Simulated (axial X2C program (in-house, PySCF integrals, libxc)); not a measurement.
**NaNi⁺: from Re and ωe to a spectrum**

A bond curve at the CCSD(T) level, two-component, was computed with an in-house relativistic program for diatomic molecules (basis Ni dyall-cv3z [9s9p6d3f2g], Na dyall-cv3z [9s8p5d2f] (cores contracted in-house)) for the state Ω = 3 (⟨Sz⟩ = 1.00, ⟨Lz⟩ = 2.00 at HF). Its fit gives Re = 3.1392 Å, ωe = 122.9 cm⁻¹, ωexe = 1.28 cm⁻¹ and αe = 1.250e-03 cm⁻¹; the masses are 57.9353 and 22.9898 u. Two-component means X2C with spin–orbit coupling and atomic mean-field Coulomb and Gaunt terms.

Correlated methods: 10 electrons correlated (number of frozen shells: Ni 3 s, 2 p; Na 2 s, 1 p), 272 virtual spin orbitals or spinors in MP2, 90 natural virtuals in coupled cluster.

Q: Find the reduced mass, Be and the force constant.

A: From the CCSD(T) values: μ = 16.4587 u. Be = 16.8576/(μ Re²) = 0.1039 cm⁻¹. k = 5.8918×10⁻⁷ μ ωe² = 0.146 mdyn/Å.

Q: A Morse curve ties αe to the other constants (Pekeris). How well does that hold?

A: αe(Morse) = 6Be²/ωe × (√(ωexe/Be) − 1) = 1.323e-03 cm⁻¹; the CCSD(T) curve gives 1.250e-03 cm⁻¹, a ratio of 1.06.

Q: Where do the fundamental and the first overtone lie?

A: ν(1←0) = ωe − 2ωexe = 120.3 cm⁻¹; ν(2←0) = 2ωe − 6ωexe = 238.1 cm⁻¹.

Q: Estimate the centrifugal constant by the Kratzer relation.

A: D = 4Be³/ωe² = 2.97e-07 cm⁻¹.

The state is a single determinant with fixed occupations, the lowest that a limited PBE0 search found. CCSD and (T) use frozen natural virtuals with an MP2 correction for the truncation; (T) itself is uncorrected, so its De runs slightly low. PBE0 can misorder states that lie within some tenths of an eV, so this need not be the ground state of the molecule. The nearest other spin-free determinant of the search, M_S = 1, Λ = 0, lies 0.03 eV up at the distance of the search. With several unpaired electrons one determinant need not be a pure state. A state of lower Ω lies just above, and one determinant can place such states too high, so the state shown need not be the lowest. The search has Ω = 2 only 0.07 eV up.
